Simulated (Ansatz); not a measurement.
Reaction (cleavage of the Sn–Si bond): `C[NH][SnH2][SiH3]` + H–F → `C[NH][SnH2][F]` + SiH₄

Calculated with Ansatz (gas phase, PBE0-D4/def2-TZVP geometries, no zero-point term in ΔE). CCSD(T)/CBS is the MP2 limit (def2-TZVPP, def2-QZVPP) plus CCSD(T) − MP2 in def2-TZVPP, frozen cores. This one scheme is used for every species. Functionals use def2-TZVPP. B3LYP here is the variant with VWN-RPA as its local correlation; programs differ in this. def2 core potentials past Kr. For Sn outer-core shells are correlated without core-valence functions, which leaves a few kJ/mol of doubt a bond. One conformer a species, not always the lowest.

```
             level  ΔE (kJ/mol)  difference from CCSD(T)/CBS
            PBE-D4        -37.4                          6.7
         r2SCAN-D4        -50.2                         -6.1
           PBE0-D4        -34.6                          9.5
          B3LYP-D4        -51.9                         -7.8
           ωB97X-V        -56.8                        -12.7
           ωB97M-V        -52.5                         -8.4
            B2PLYP        -57.1                        -13.0
               PBE        -43.0                          1.1
            r2SCAN        -51.9                         -7.8
              PBE0        -39.8                          4.3
             B3LYP        -60.7                        -16.6
     HF/def2-TZVPP        -73.5                        -29.4
    MP2/def2-TZVPP        -41.9                          2.2
SCS-MP2/def2-TZVPP        -52.8                         -8.7
   CCSD/def2-TZVPP        -45.8                         -1.7
CCSD(T)/def2-TZVPP        -43.3                          0.8
     HF/def2-QZVPP        -77.0                        -32.9
    MP2/def2-QZVPP        -43.6                          0.5
SCS-MP2/def2-QZVPP        -54.3                        -10.2
      HF/CBS(def2)        -77.5                        -33.4
     MP2/CBS(def2)        -42.7                          1.4
    CCSD/CBS(def2)        -46.6                         -2.5
       CCSD(T)/CBS        -44.1                            0
```

Largest T1 diagnostic among the species: 0.013.

The D4 term adds +8.8 kJ/mol with B3LYP and +5.2 kJ/mol with PBE0; it sums over pairs of atoms, weighted by their polarisabilities, and B3LYP, whose exchange is more repulsive, gets the larger term. From PBE to PBE0 (25 % exact exchange), in def2-TZVPP and without D4, ΔE moves by +3.2 kJ/mol.
